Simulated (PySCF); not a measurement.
Adding and removing an electron: CsLi

RHF-CCSD(T); Cs def2-SVP with ECP46, Li def2-SVP; scalar-relativistic core potentials (PySCF 2.14). Neutral (RHF): singlet (closed shell), Re = 3.792 Å, ωe = 172 cm⁻¹, De = 0.59 eV.

CsLi⁺ (UHF): doublet (σ ↑), Re = 4.434 Å, ωe = 113 cm⁻¹, De = 0.35 eV to Cs⁺ + Li. The energies at the minima are -27.34979 hartree for CsLi and -27.20218 for CsLi⁺.

Question: Work out the adiabatic ionisation energy, without and with harmonic zero-point energies (1 hartree = 27.2114 eV, 1 eV = 8065.5 cm⁻¹), and the change of the bond length.

Answer: At CCSD(T): 0.14761 hartree = 4.017 eV between the minima; the zero-point term (113.0 − 172.0)/2 cm⁻¹ = -0.004 eV makes it 4.013 eV. Re changes by +64.2 pm against the neutral. The electron leaves a σ orbital, and the ion is left as a loose complex of an ion and an atom.

Correlated steps freeze no core orbitals. Weak bonds: CsLi⁺. Basis-set superposition, not corrected here, can be much of De in a small basis, most of all at correlated wavefunction levels. Spin–orbit coupling is left out. For an ion De counts to the pair picked by the measured ionisation energies or electron affinities, which need not be the lowest pair at this level. Where the molecule has an RHF reference, its open-shell atoms are computed with UHF. States were picked by a PBE0 search and need not be the measured ground states.

Neutral and ion stand on different kinds of reference determinant, which adds to the error of the difference.
